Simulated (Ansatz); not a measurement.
Geometry optimisation, RKS PBE/def2-SVP in Ansatz 0.2.0.

Input file:

```yaml
crystal:
  periodic: [false, false, false]
  atoms:
    - { symbol: Si, position_ang: [-0.753666, -0.737613, 0.13982] }
    - { symbol: H, position_ang: [1.461294, -0.177798, 1.62903] }
    - { symbol: H, position_ang: [-2.014566, -1.23652, -0.516232] }
    - { symbol: H, position_ang: [-0.824187, -1.17471, 1.583434] }
    - { symbol: Si, position_ang: [-0.769431, 1.620396, 0.043436] }
    - { symbol: H, position_ang: [2.055071, -0.506259, 1.430223] }
    - { symbol: As, position_ang: [1.065896, -1.797429, -0.85416] }
    - { symbol: H, position_ang: [0.298445, 2.20081, 0.933515] }
    - { symbol: H, position_ang: [-2.104002, 2.157992, 0.492322] }
    - { symbol: H, position_ang: [-0.511043, 2.07864, -1.367474] }
    - { symbol: H, position_ang: [1.737198, -0.486471, -1.296902] }
    - { symbol: H, position_ang: [0.359191, -1.941137, -2.217113] }
basis:
  gaussian: { orbitals: def2-SVP }
hamiltonian:
  xc: pbe
relax:
  f_tol: 0.03
  max_steps: 50
output:
  orbitals: {}
```

Launched with:

```bash
$ ansatz run input.yaml --threads 2 --pin off --max-ram 3072MiB --backend cpu --events-out ev --progress --plain --runs-dir out
```

**Question.** Where does it end, and by what steps?

**Answer.** It converged. The force dipped under the threshold on the way, but the program's further checks kept it going. After 19 steps the energy has fallen by 0.227 eV; H12 moved furthest, 0.98 Å.

```json
{"step": "0", "energy less start (eV)": "0.0000", "largest force component (eV/Å)": "2.190", "accepted": "yes"}
{"step": "1", "energy less start (eV)": "-0.1534", "largest force component (eV/Å)": "0.143", "accepted": "yes"}
{"step": "2", "energy less start (eV)": "-0.1771", "largest force component (eV/Å)": "0.070", "accepted": "yes"}
{"step": "3", "energy less start (eV)": "-0.1762", "largest force component (eV/Å)": "0.230", "accepted": "no"}
{"step": "4", "energy less start (eV)": "-0.1871", "largest force component (eV/Å)": "0.104", "accepted": "yes"}
{"step": "5", "energy less start (eV)": "-0.1932", "largest force component (eV/Å)": "0.081", "accepted": "yes"}
{"step": "6", "energy less start (eV)": "-0.1954", "largest force component (eV/Å)": "0.230", "accepted": "yes"}
{"step": "7", "energy less start (eV)": "-0.1995", "largest force component (eV/Å)": "0.200", "accepted": "yes"}
{"step": "8", "energy less start (eV)": "-0.2134", "largest force component (eV/Å)": "0.063", "accepted": "yes"}
{"step": "9", "energy less start (eV)": "-0.2202", "largest force component (eV/Å)": "0.067", "accepted": "yes"}
{"step": "10", "energy less start (eV)": "-0.1976", "largest force component (eV/Å)": "0.620", "accepted": "no"}
{"step": "11", "energy less start (eV)": "-0.2225", "largest force component (eV/Å)": "0.022", "accepted": "yes"}
{"step": "12", "energy less start (eV)": "-0.2236", "largest force component (eV/Å)": "0.110", "accepted": "yes"}
{"step": "13", "energy less start (eV)": "-0.2199", "largest force component (eV/Å)": "0.150", "accepted": "no"}
{"step": "14", "energy less start (eV)": "-0.2253", "largest force component (eV/Å)": "0.027", "accepted": "yes"}
{"step": "15", "energy less start (eV)": "-0.2261", "largest force component (eV/Å)": "0.030", "accepted": "yes"}
{"step": "16", "energy less start (eV)": "-0.2266", "largest force component (eV/Å)": "0.072", "accepted": "yes"}
{"step": "17", "energy less start (eV)": "-0.2268", "largest force component (eV/Å)": "0.048", "accepted": "yes"}
{"step": "18", "energy less start (eV)": "-0.2271", "largest force component (eV/Å)": "0.024", "accepted": "yes"}
{"step": "19", "energy less start (eV)": "-0.2272", "largest force component (eV/Å)": "0.028", "accepted": "yes"}
```

```xyz
12
Properties=species:S:1:pos:R:3
Si -0.988 -0.847 -0.014
H 2.033 0.274 2.013
H -2.337 -1.301 -0.511
H -0.840 -1.325 1.408
Si -0.835 1.499 -0.115
H 2.419 -0.321 2.309
As 0.678 -1.965 -1.333
H 0.519 1.940 0.377
H -1.892 2.173 0.722
H -0.991 1.951 -1.543
H 1.795 -1.056 -0.784
H 0.441 -1.021 -2.528
```

Whether the end is a true minimum wasn't checked by a vibrational analysis.

The run took 25 s on 2 threads of Intel(R) Xeon(R) 6975P-C (Granite Rapids), on a shared host, peak memory 0.17 GiB.
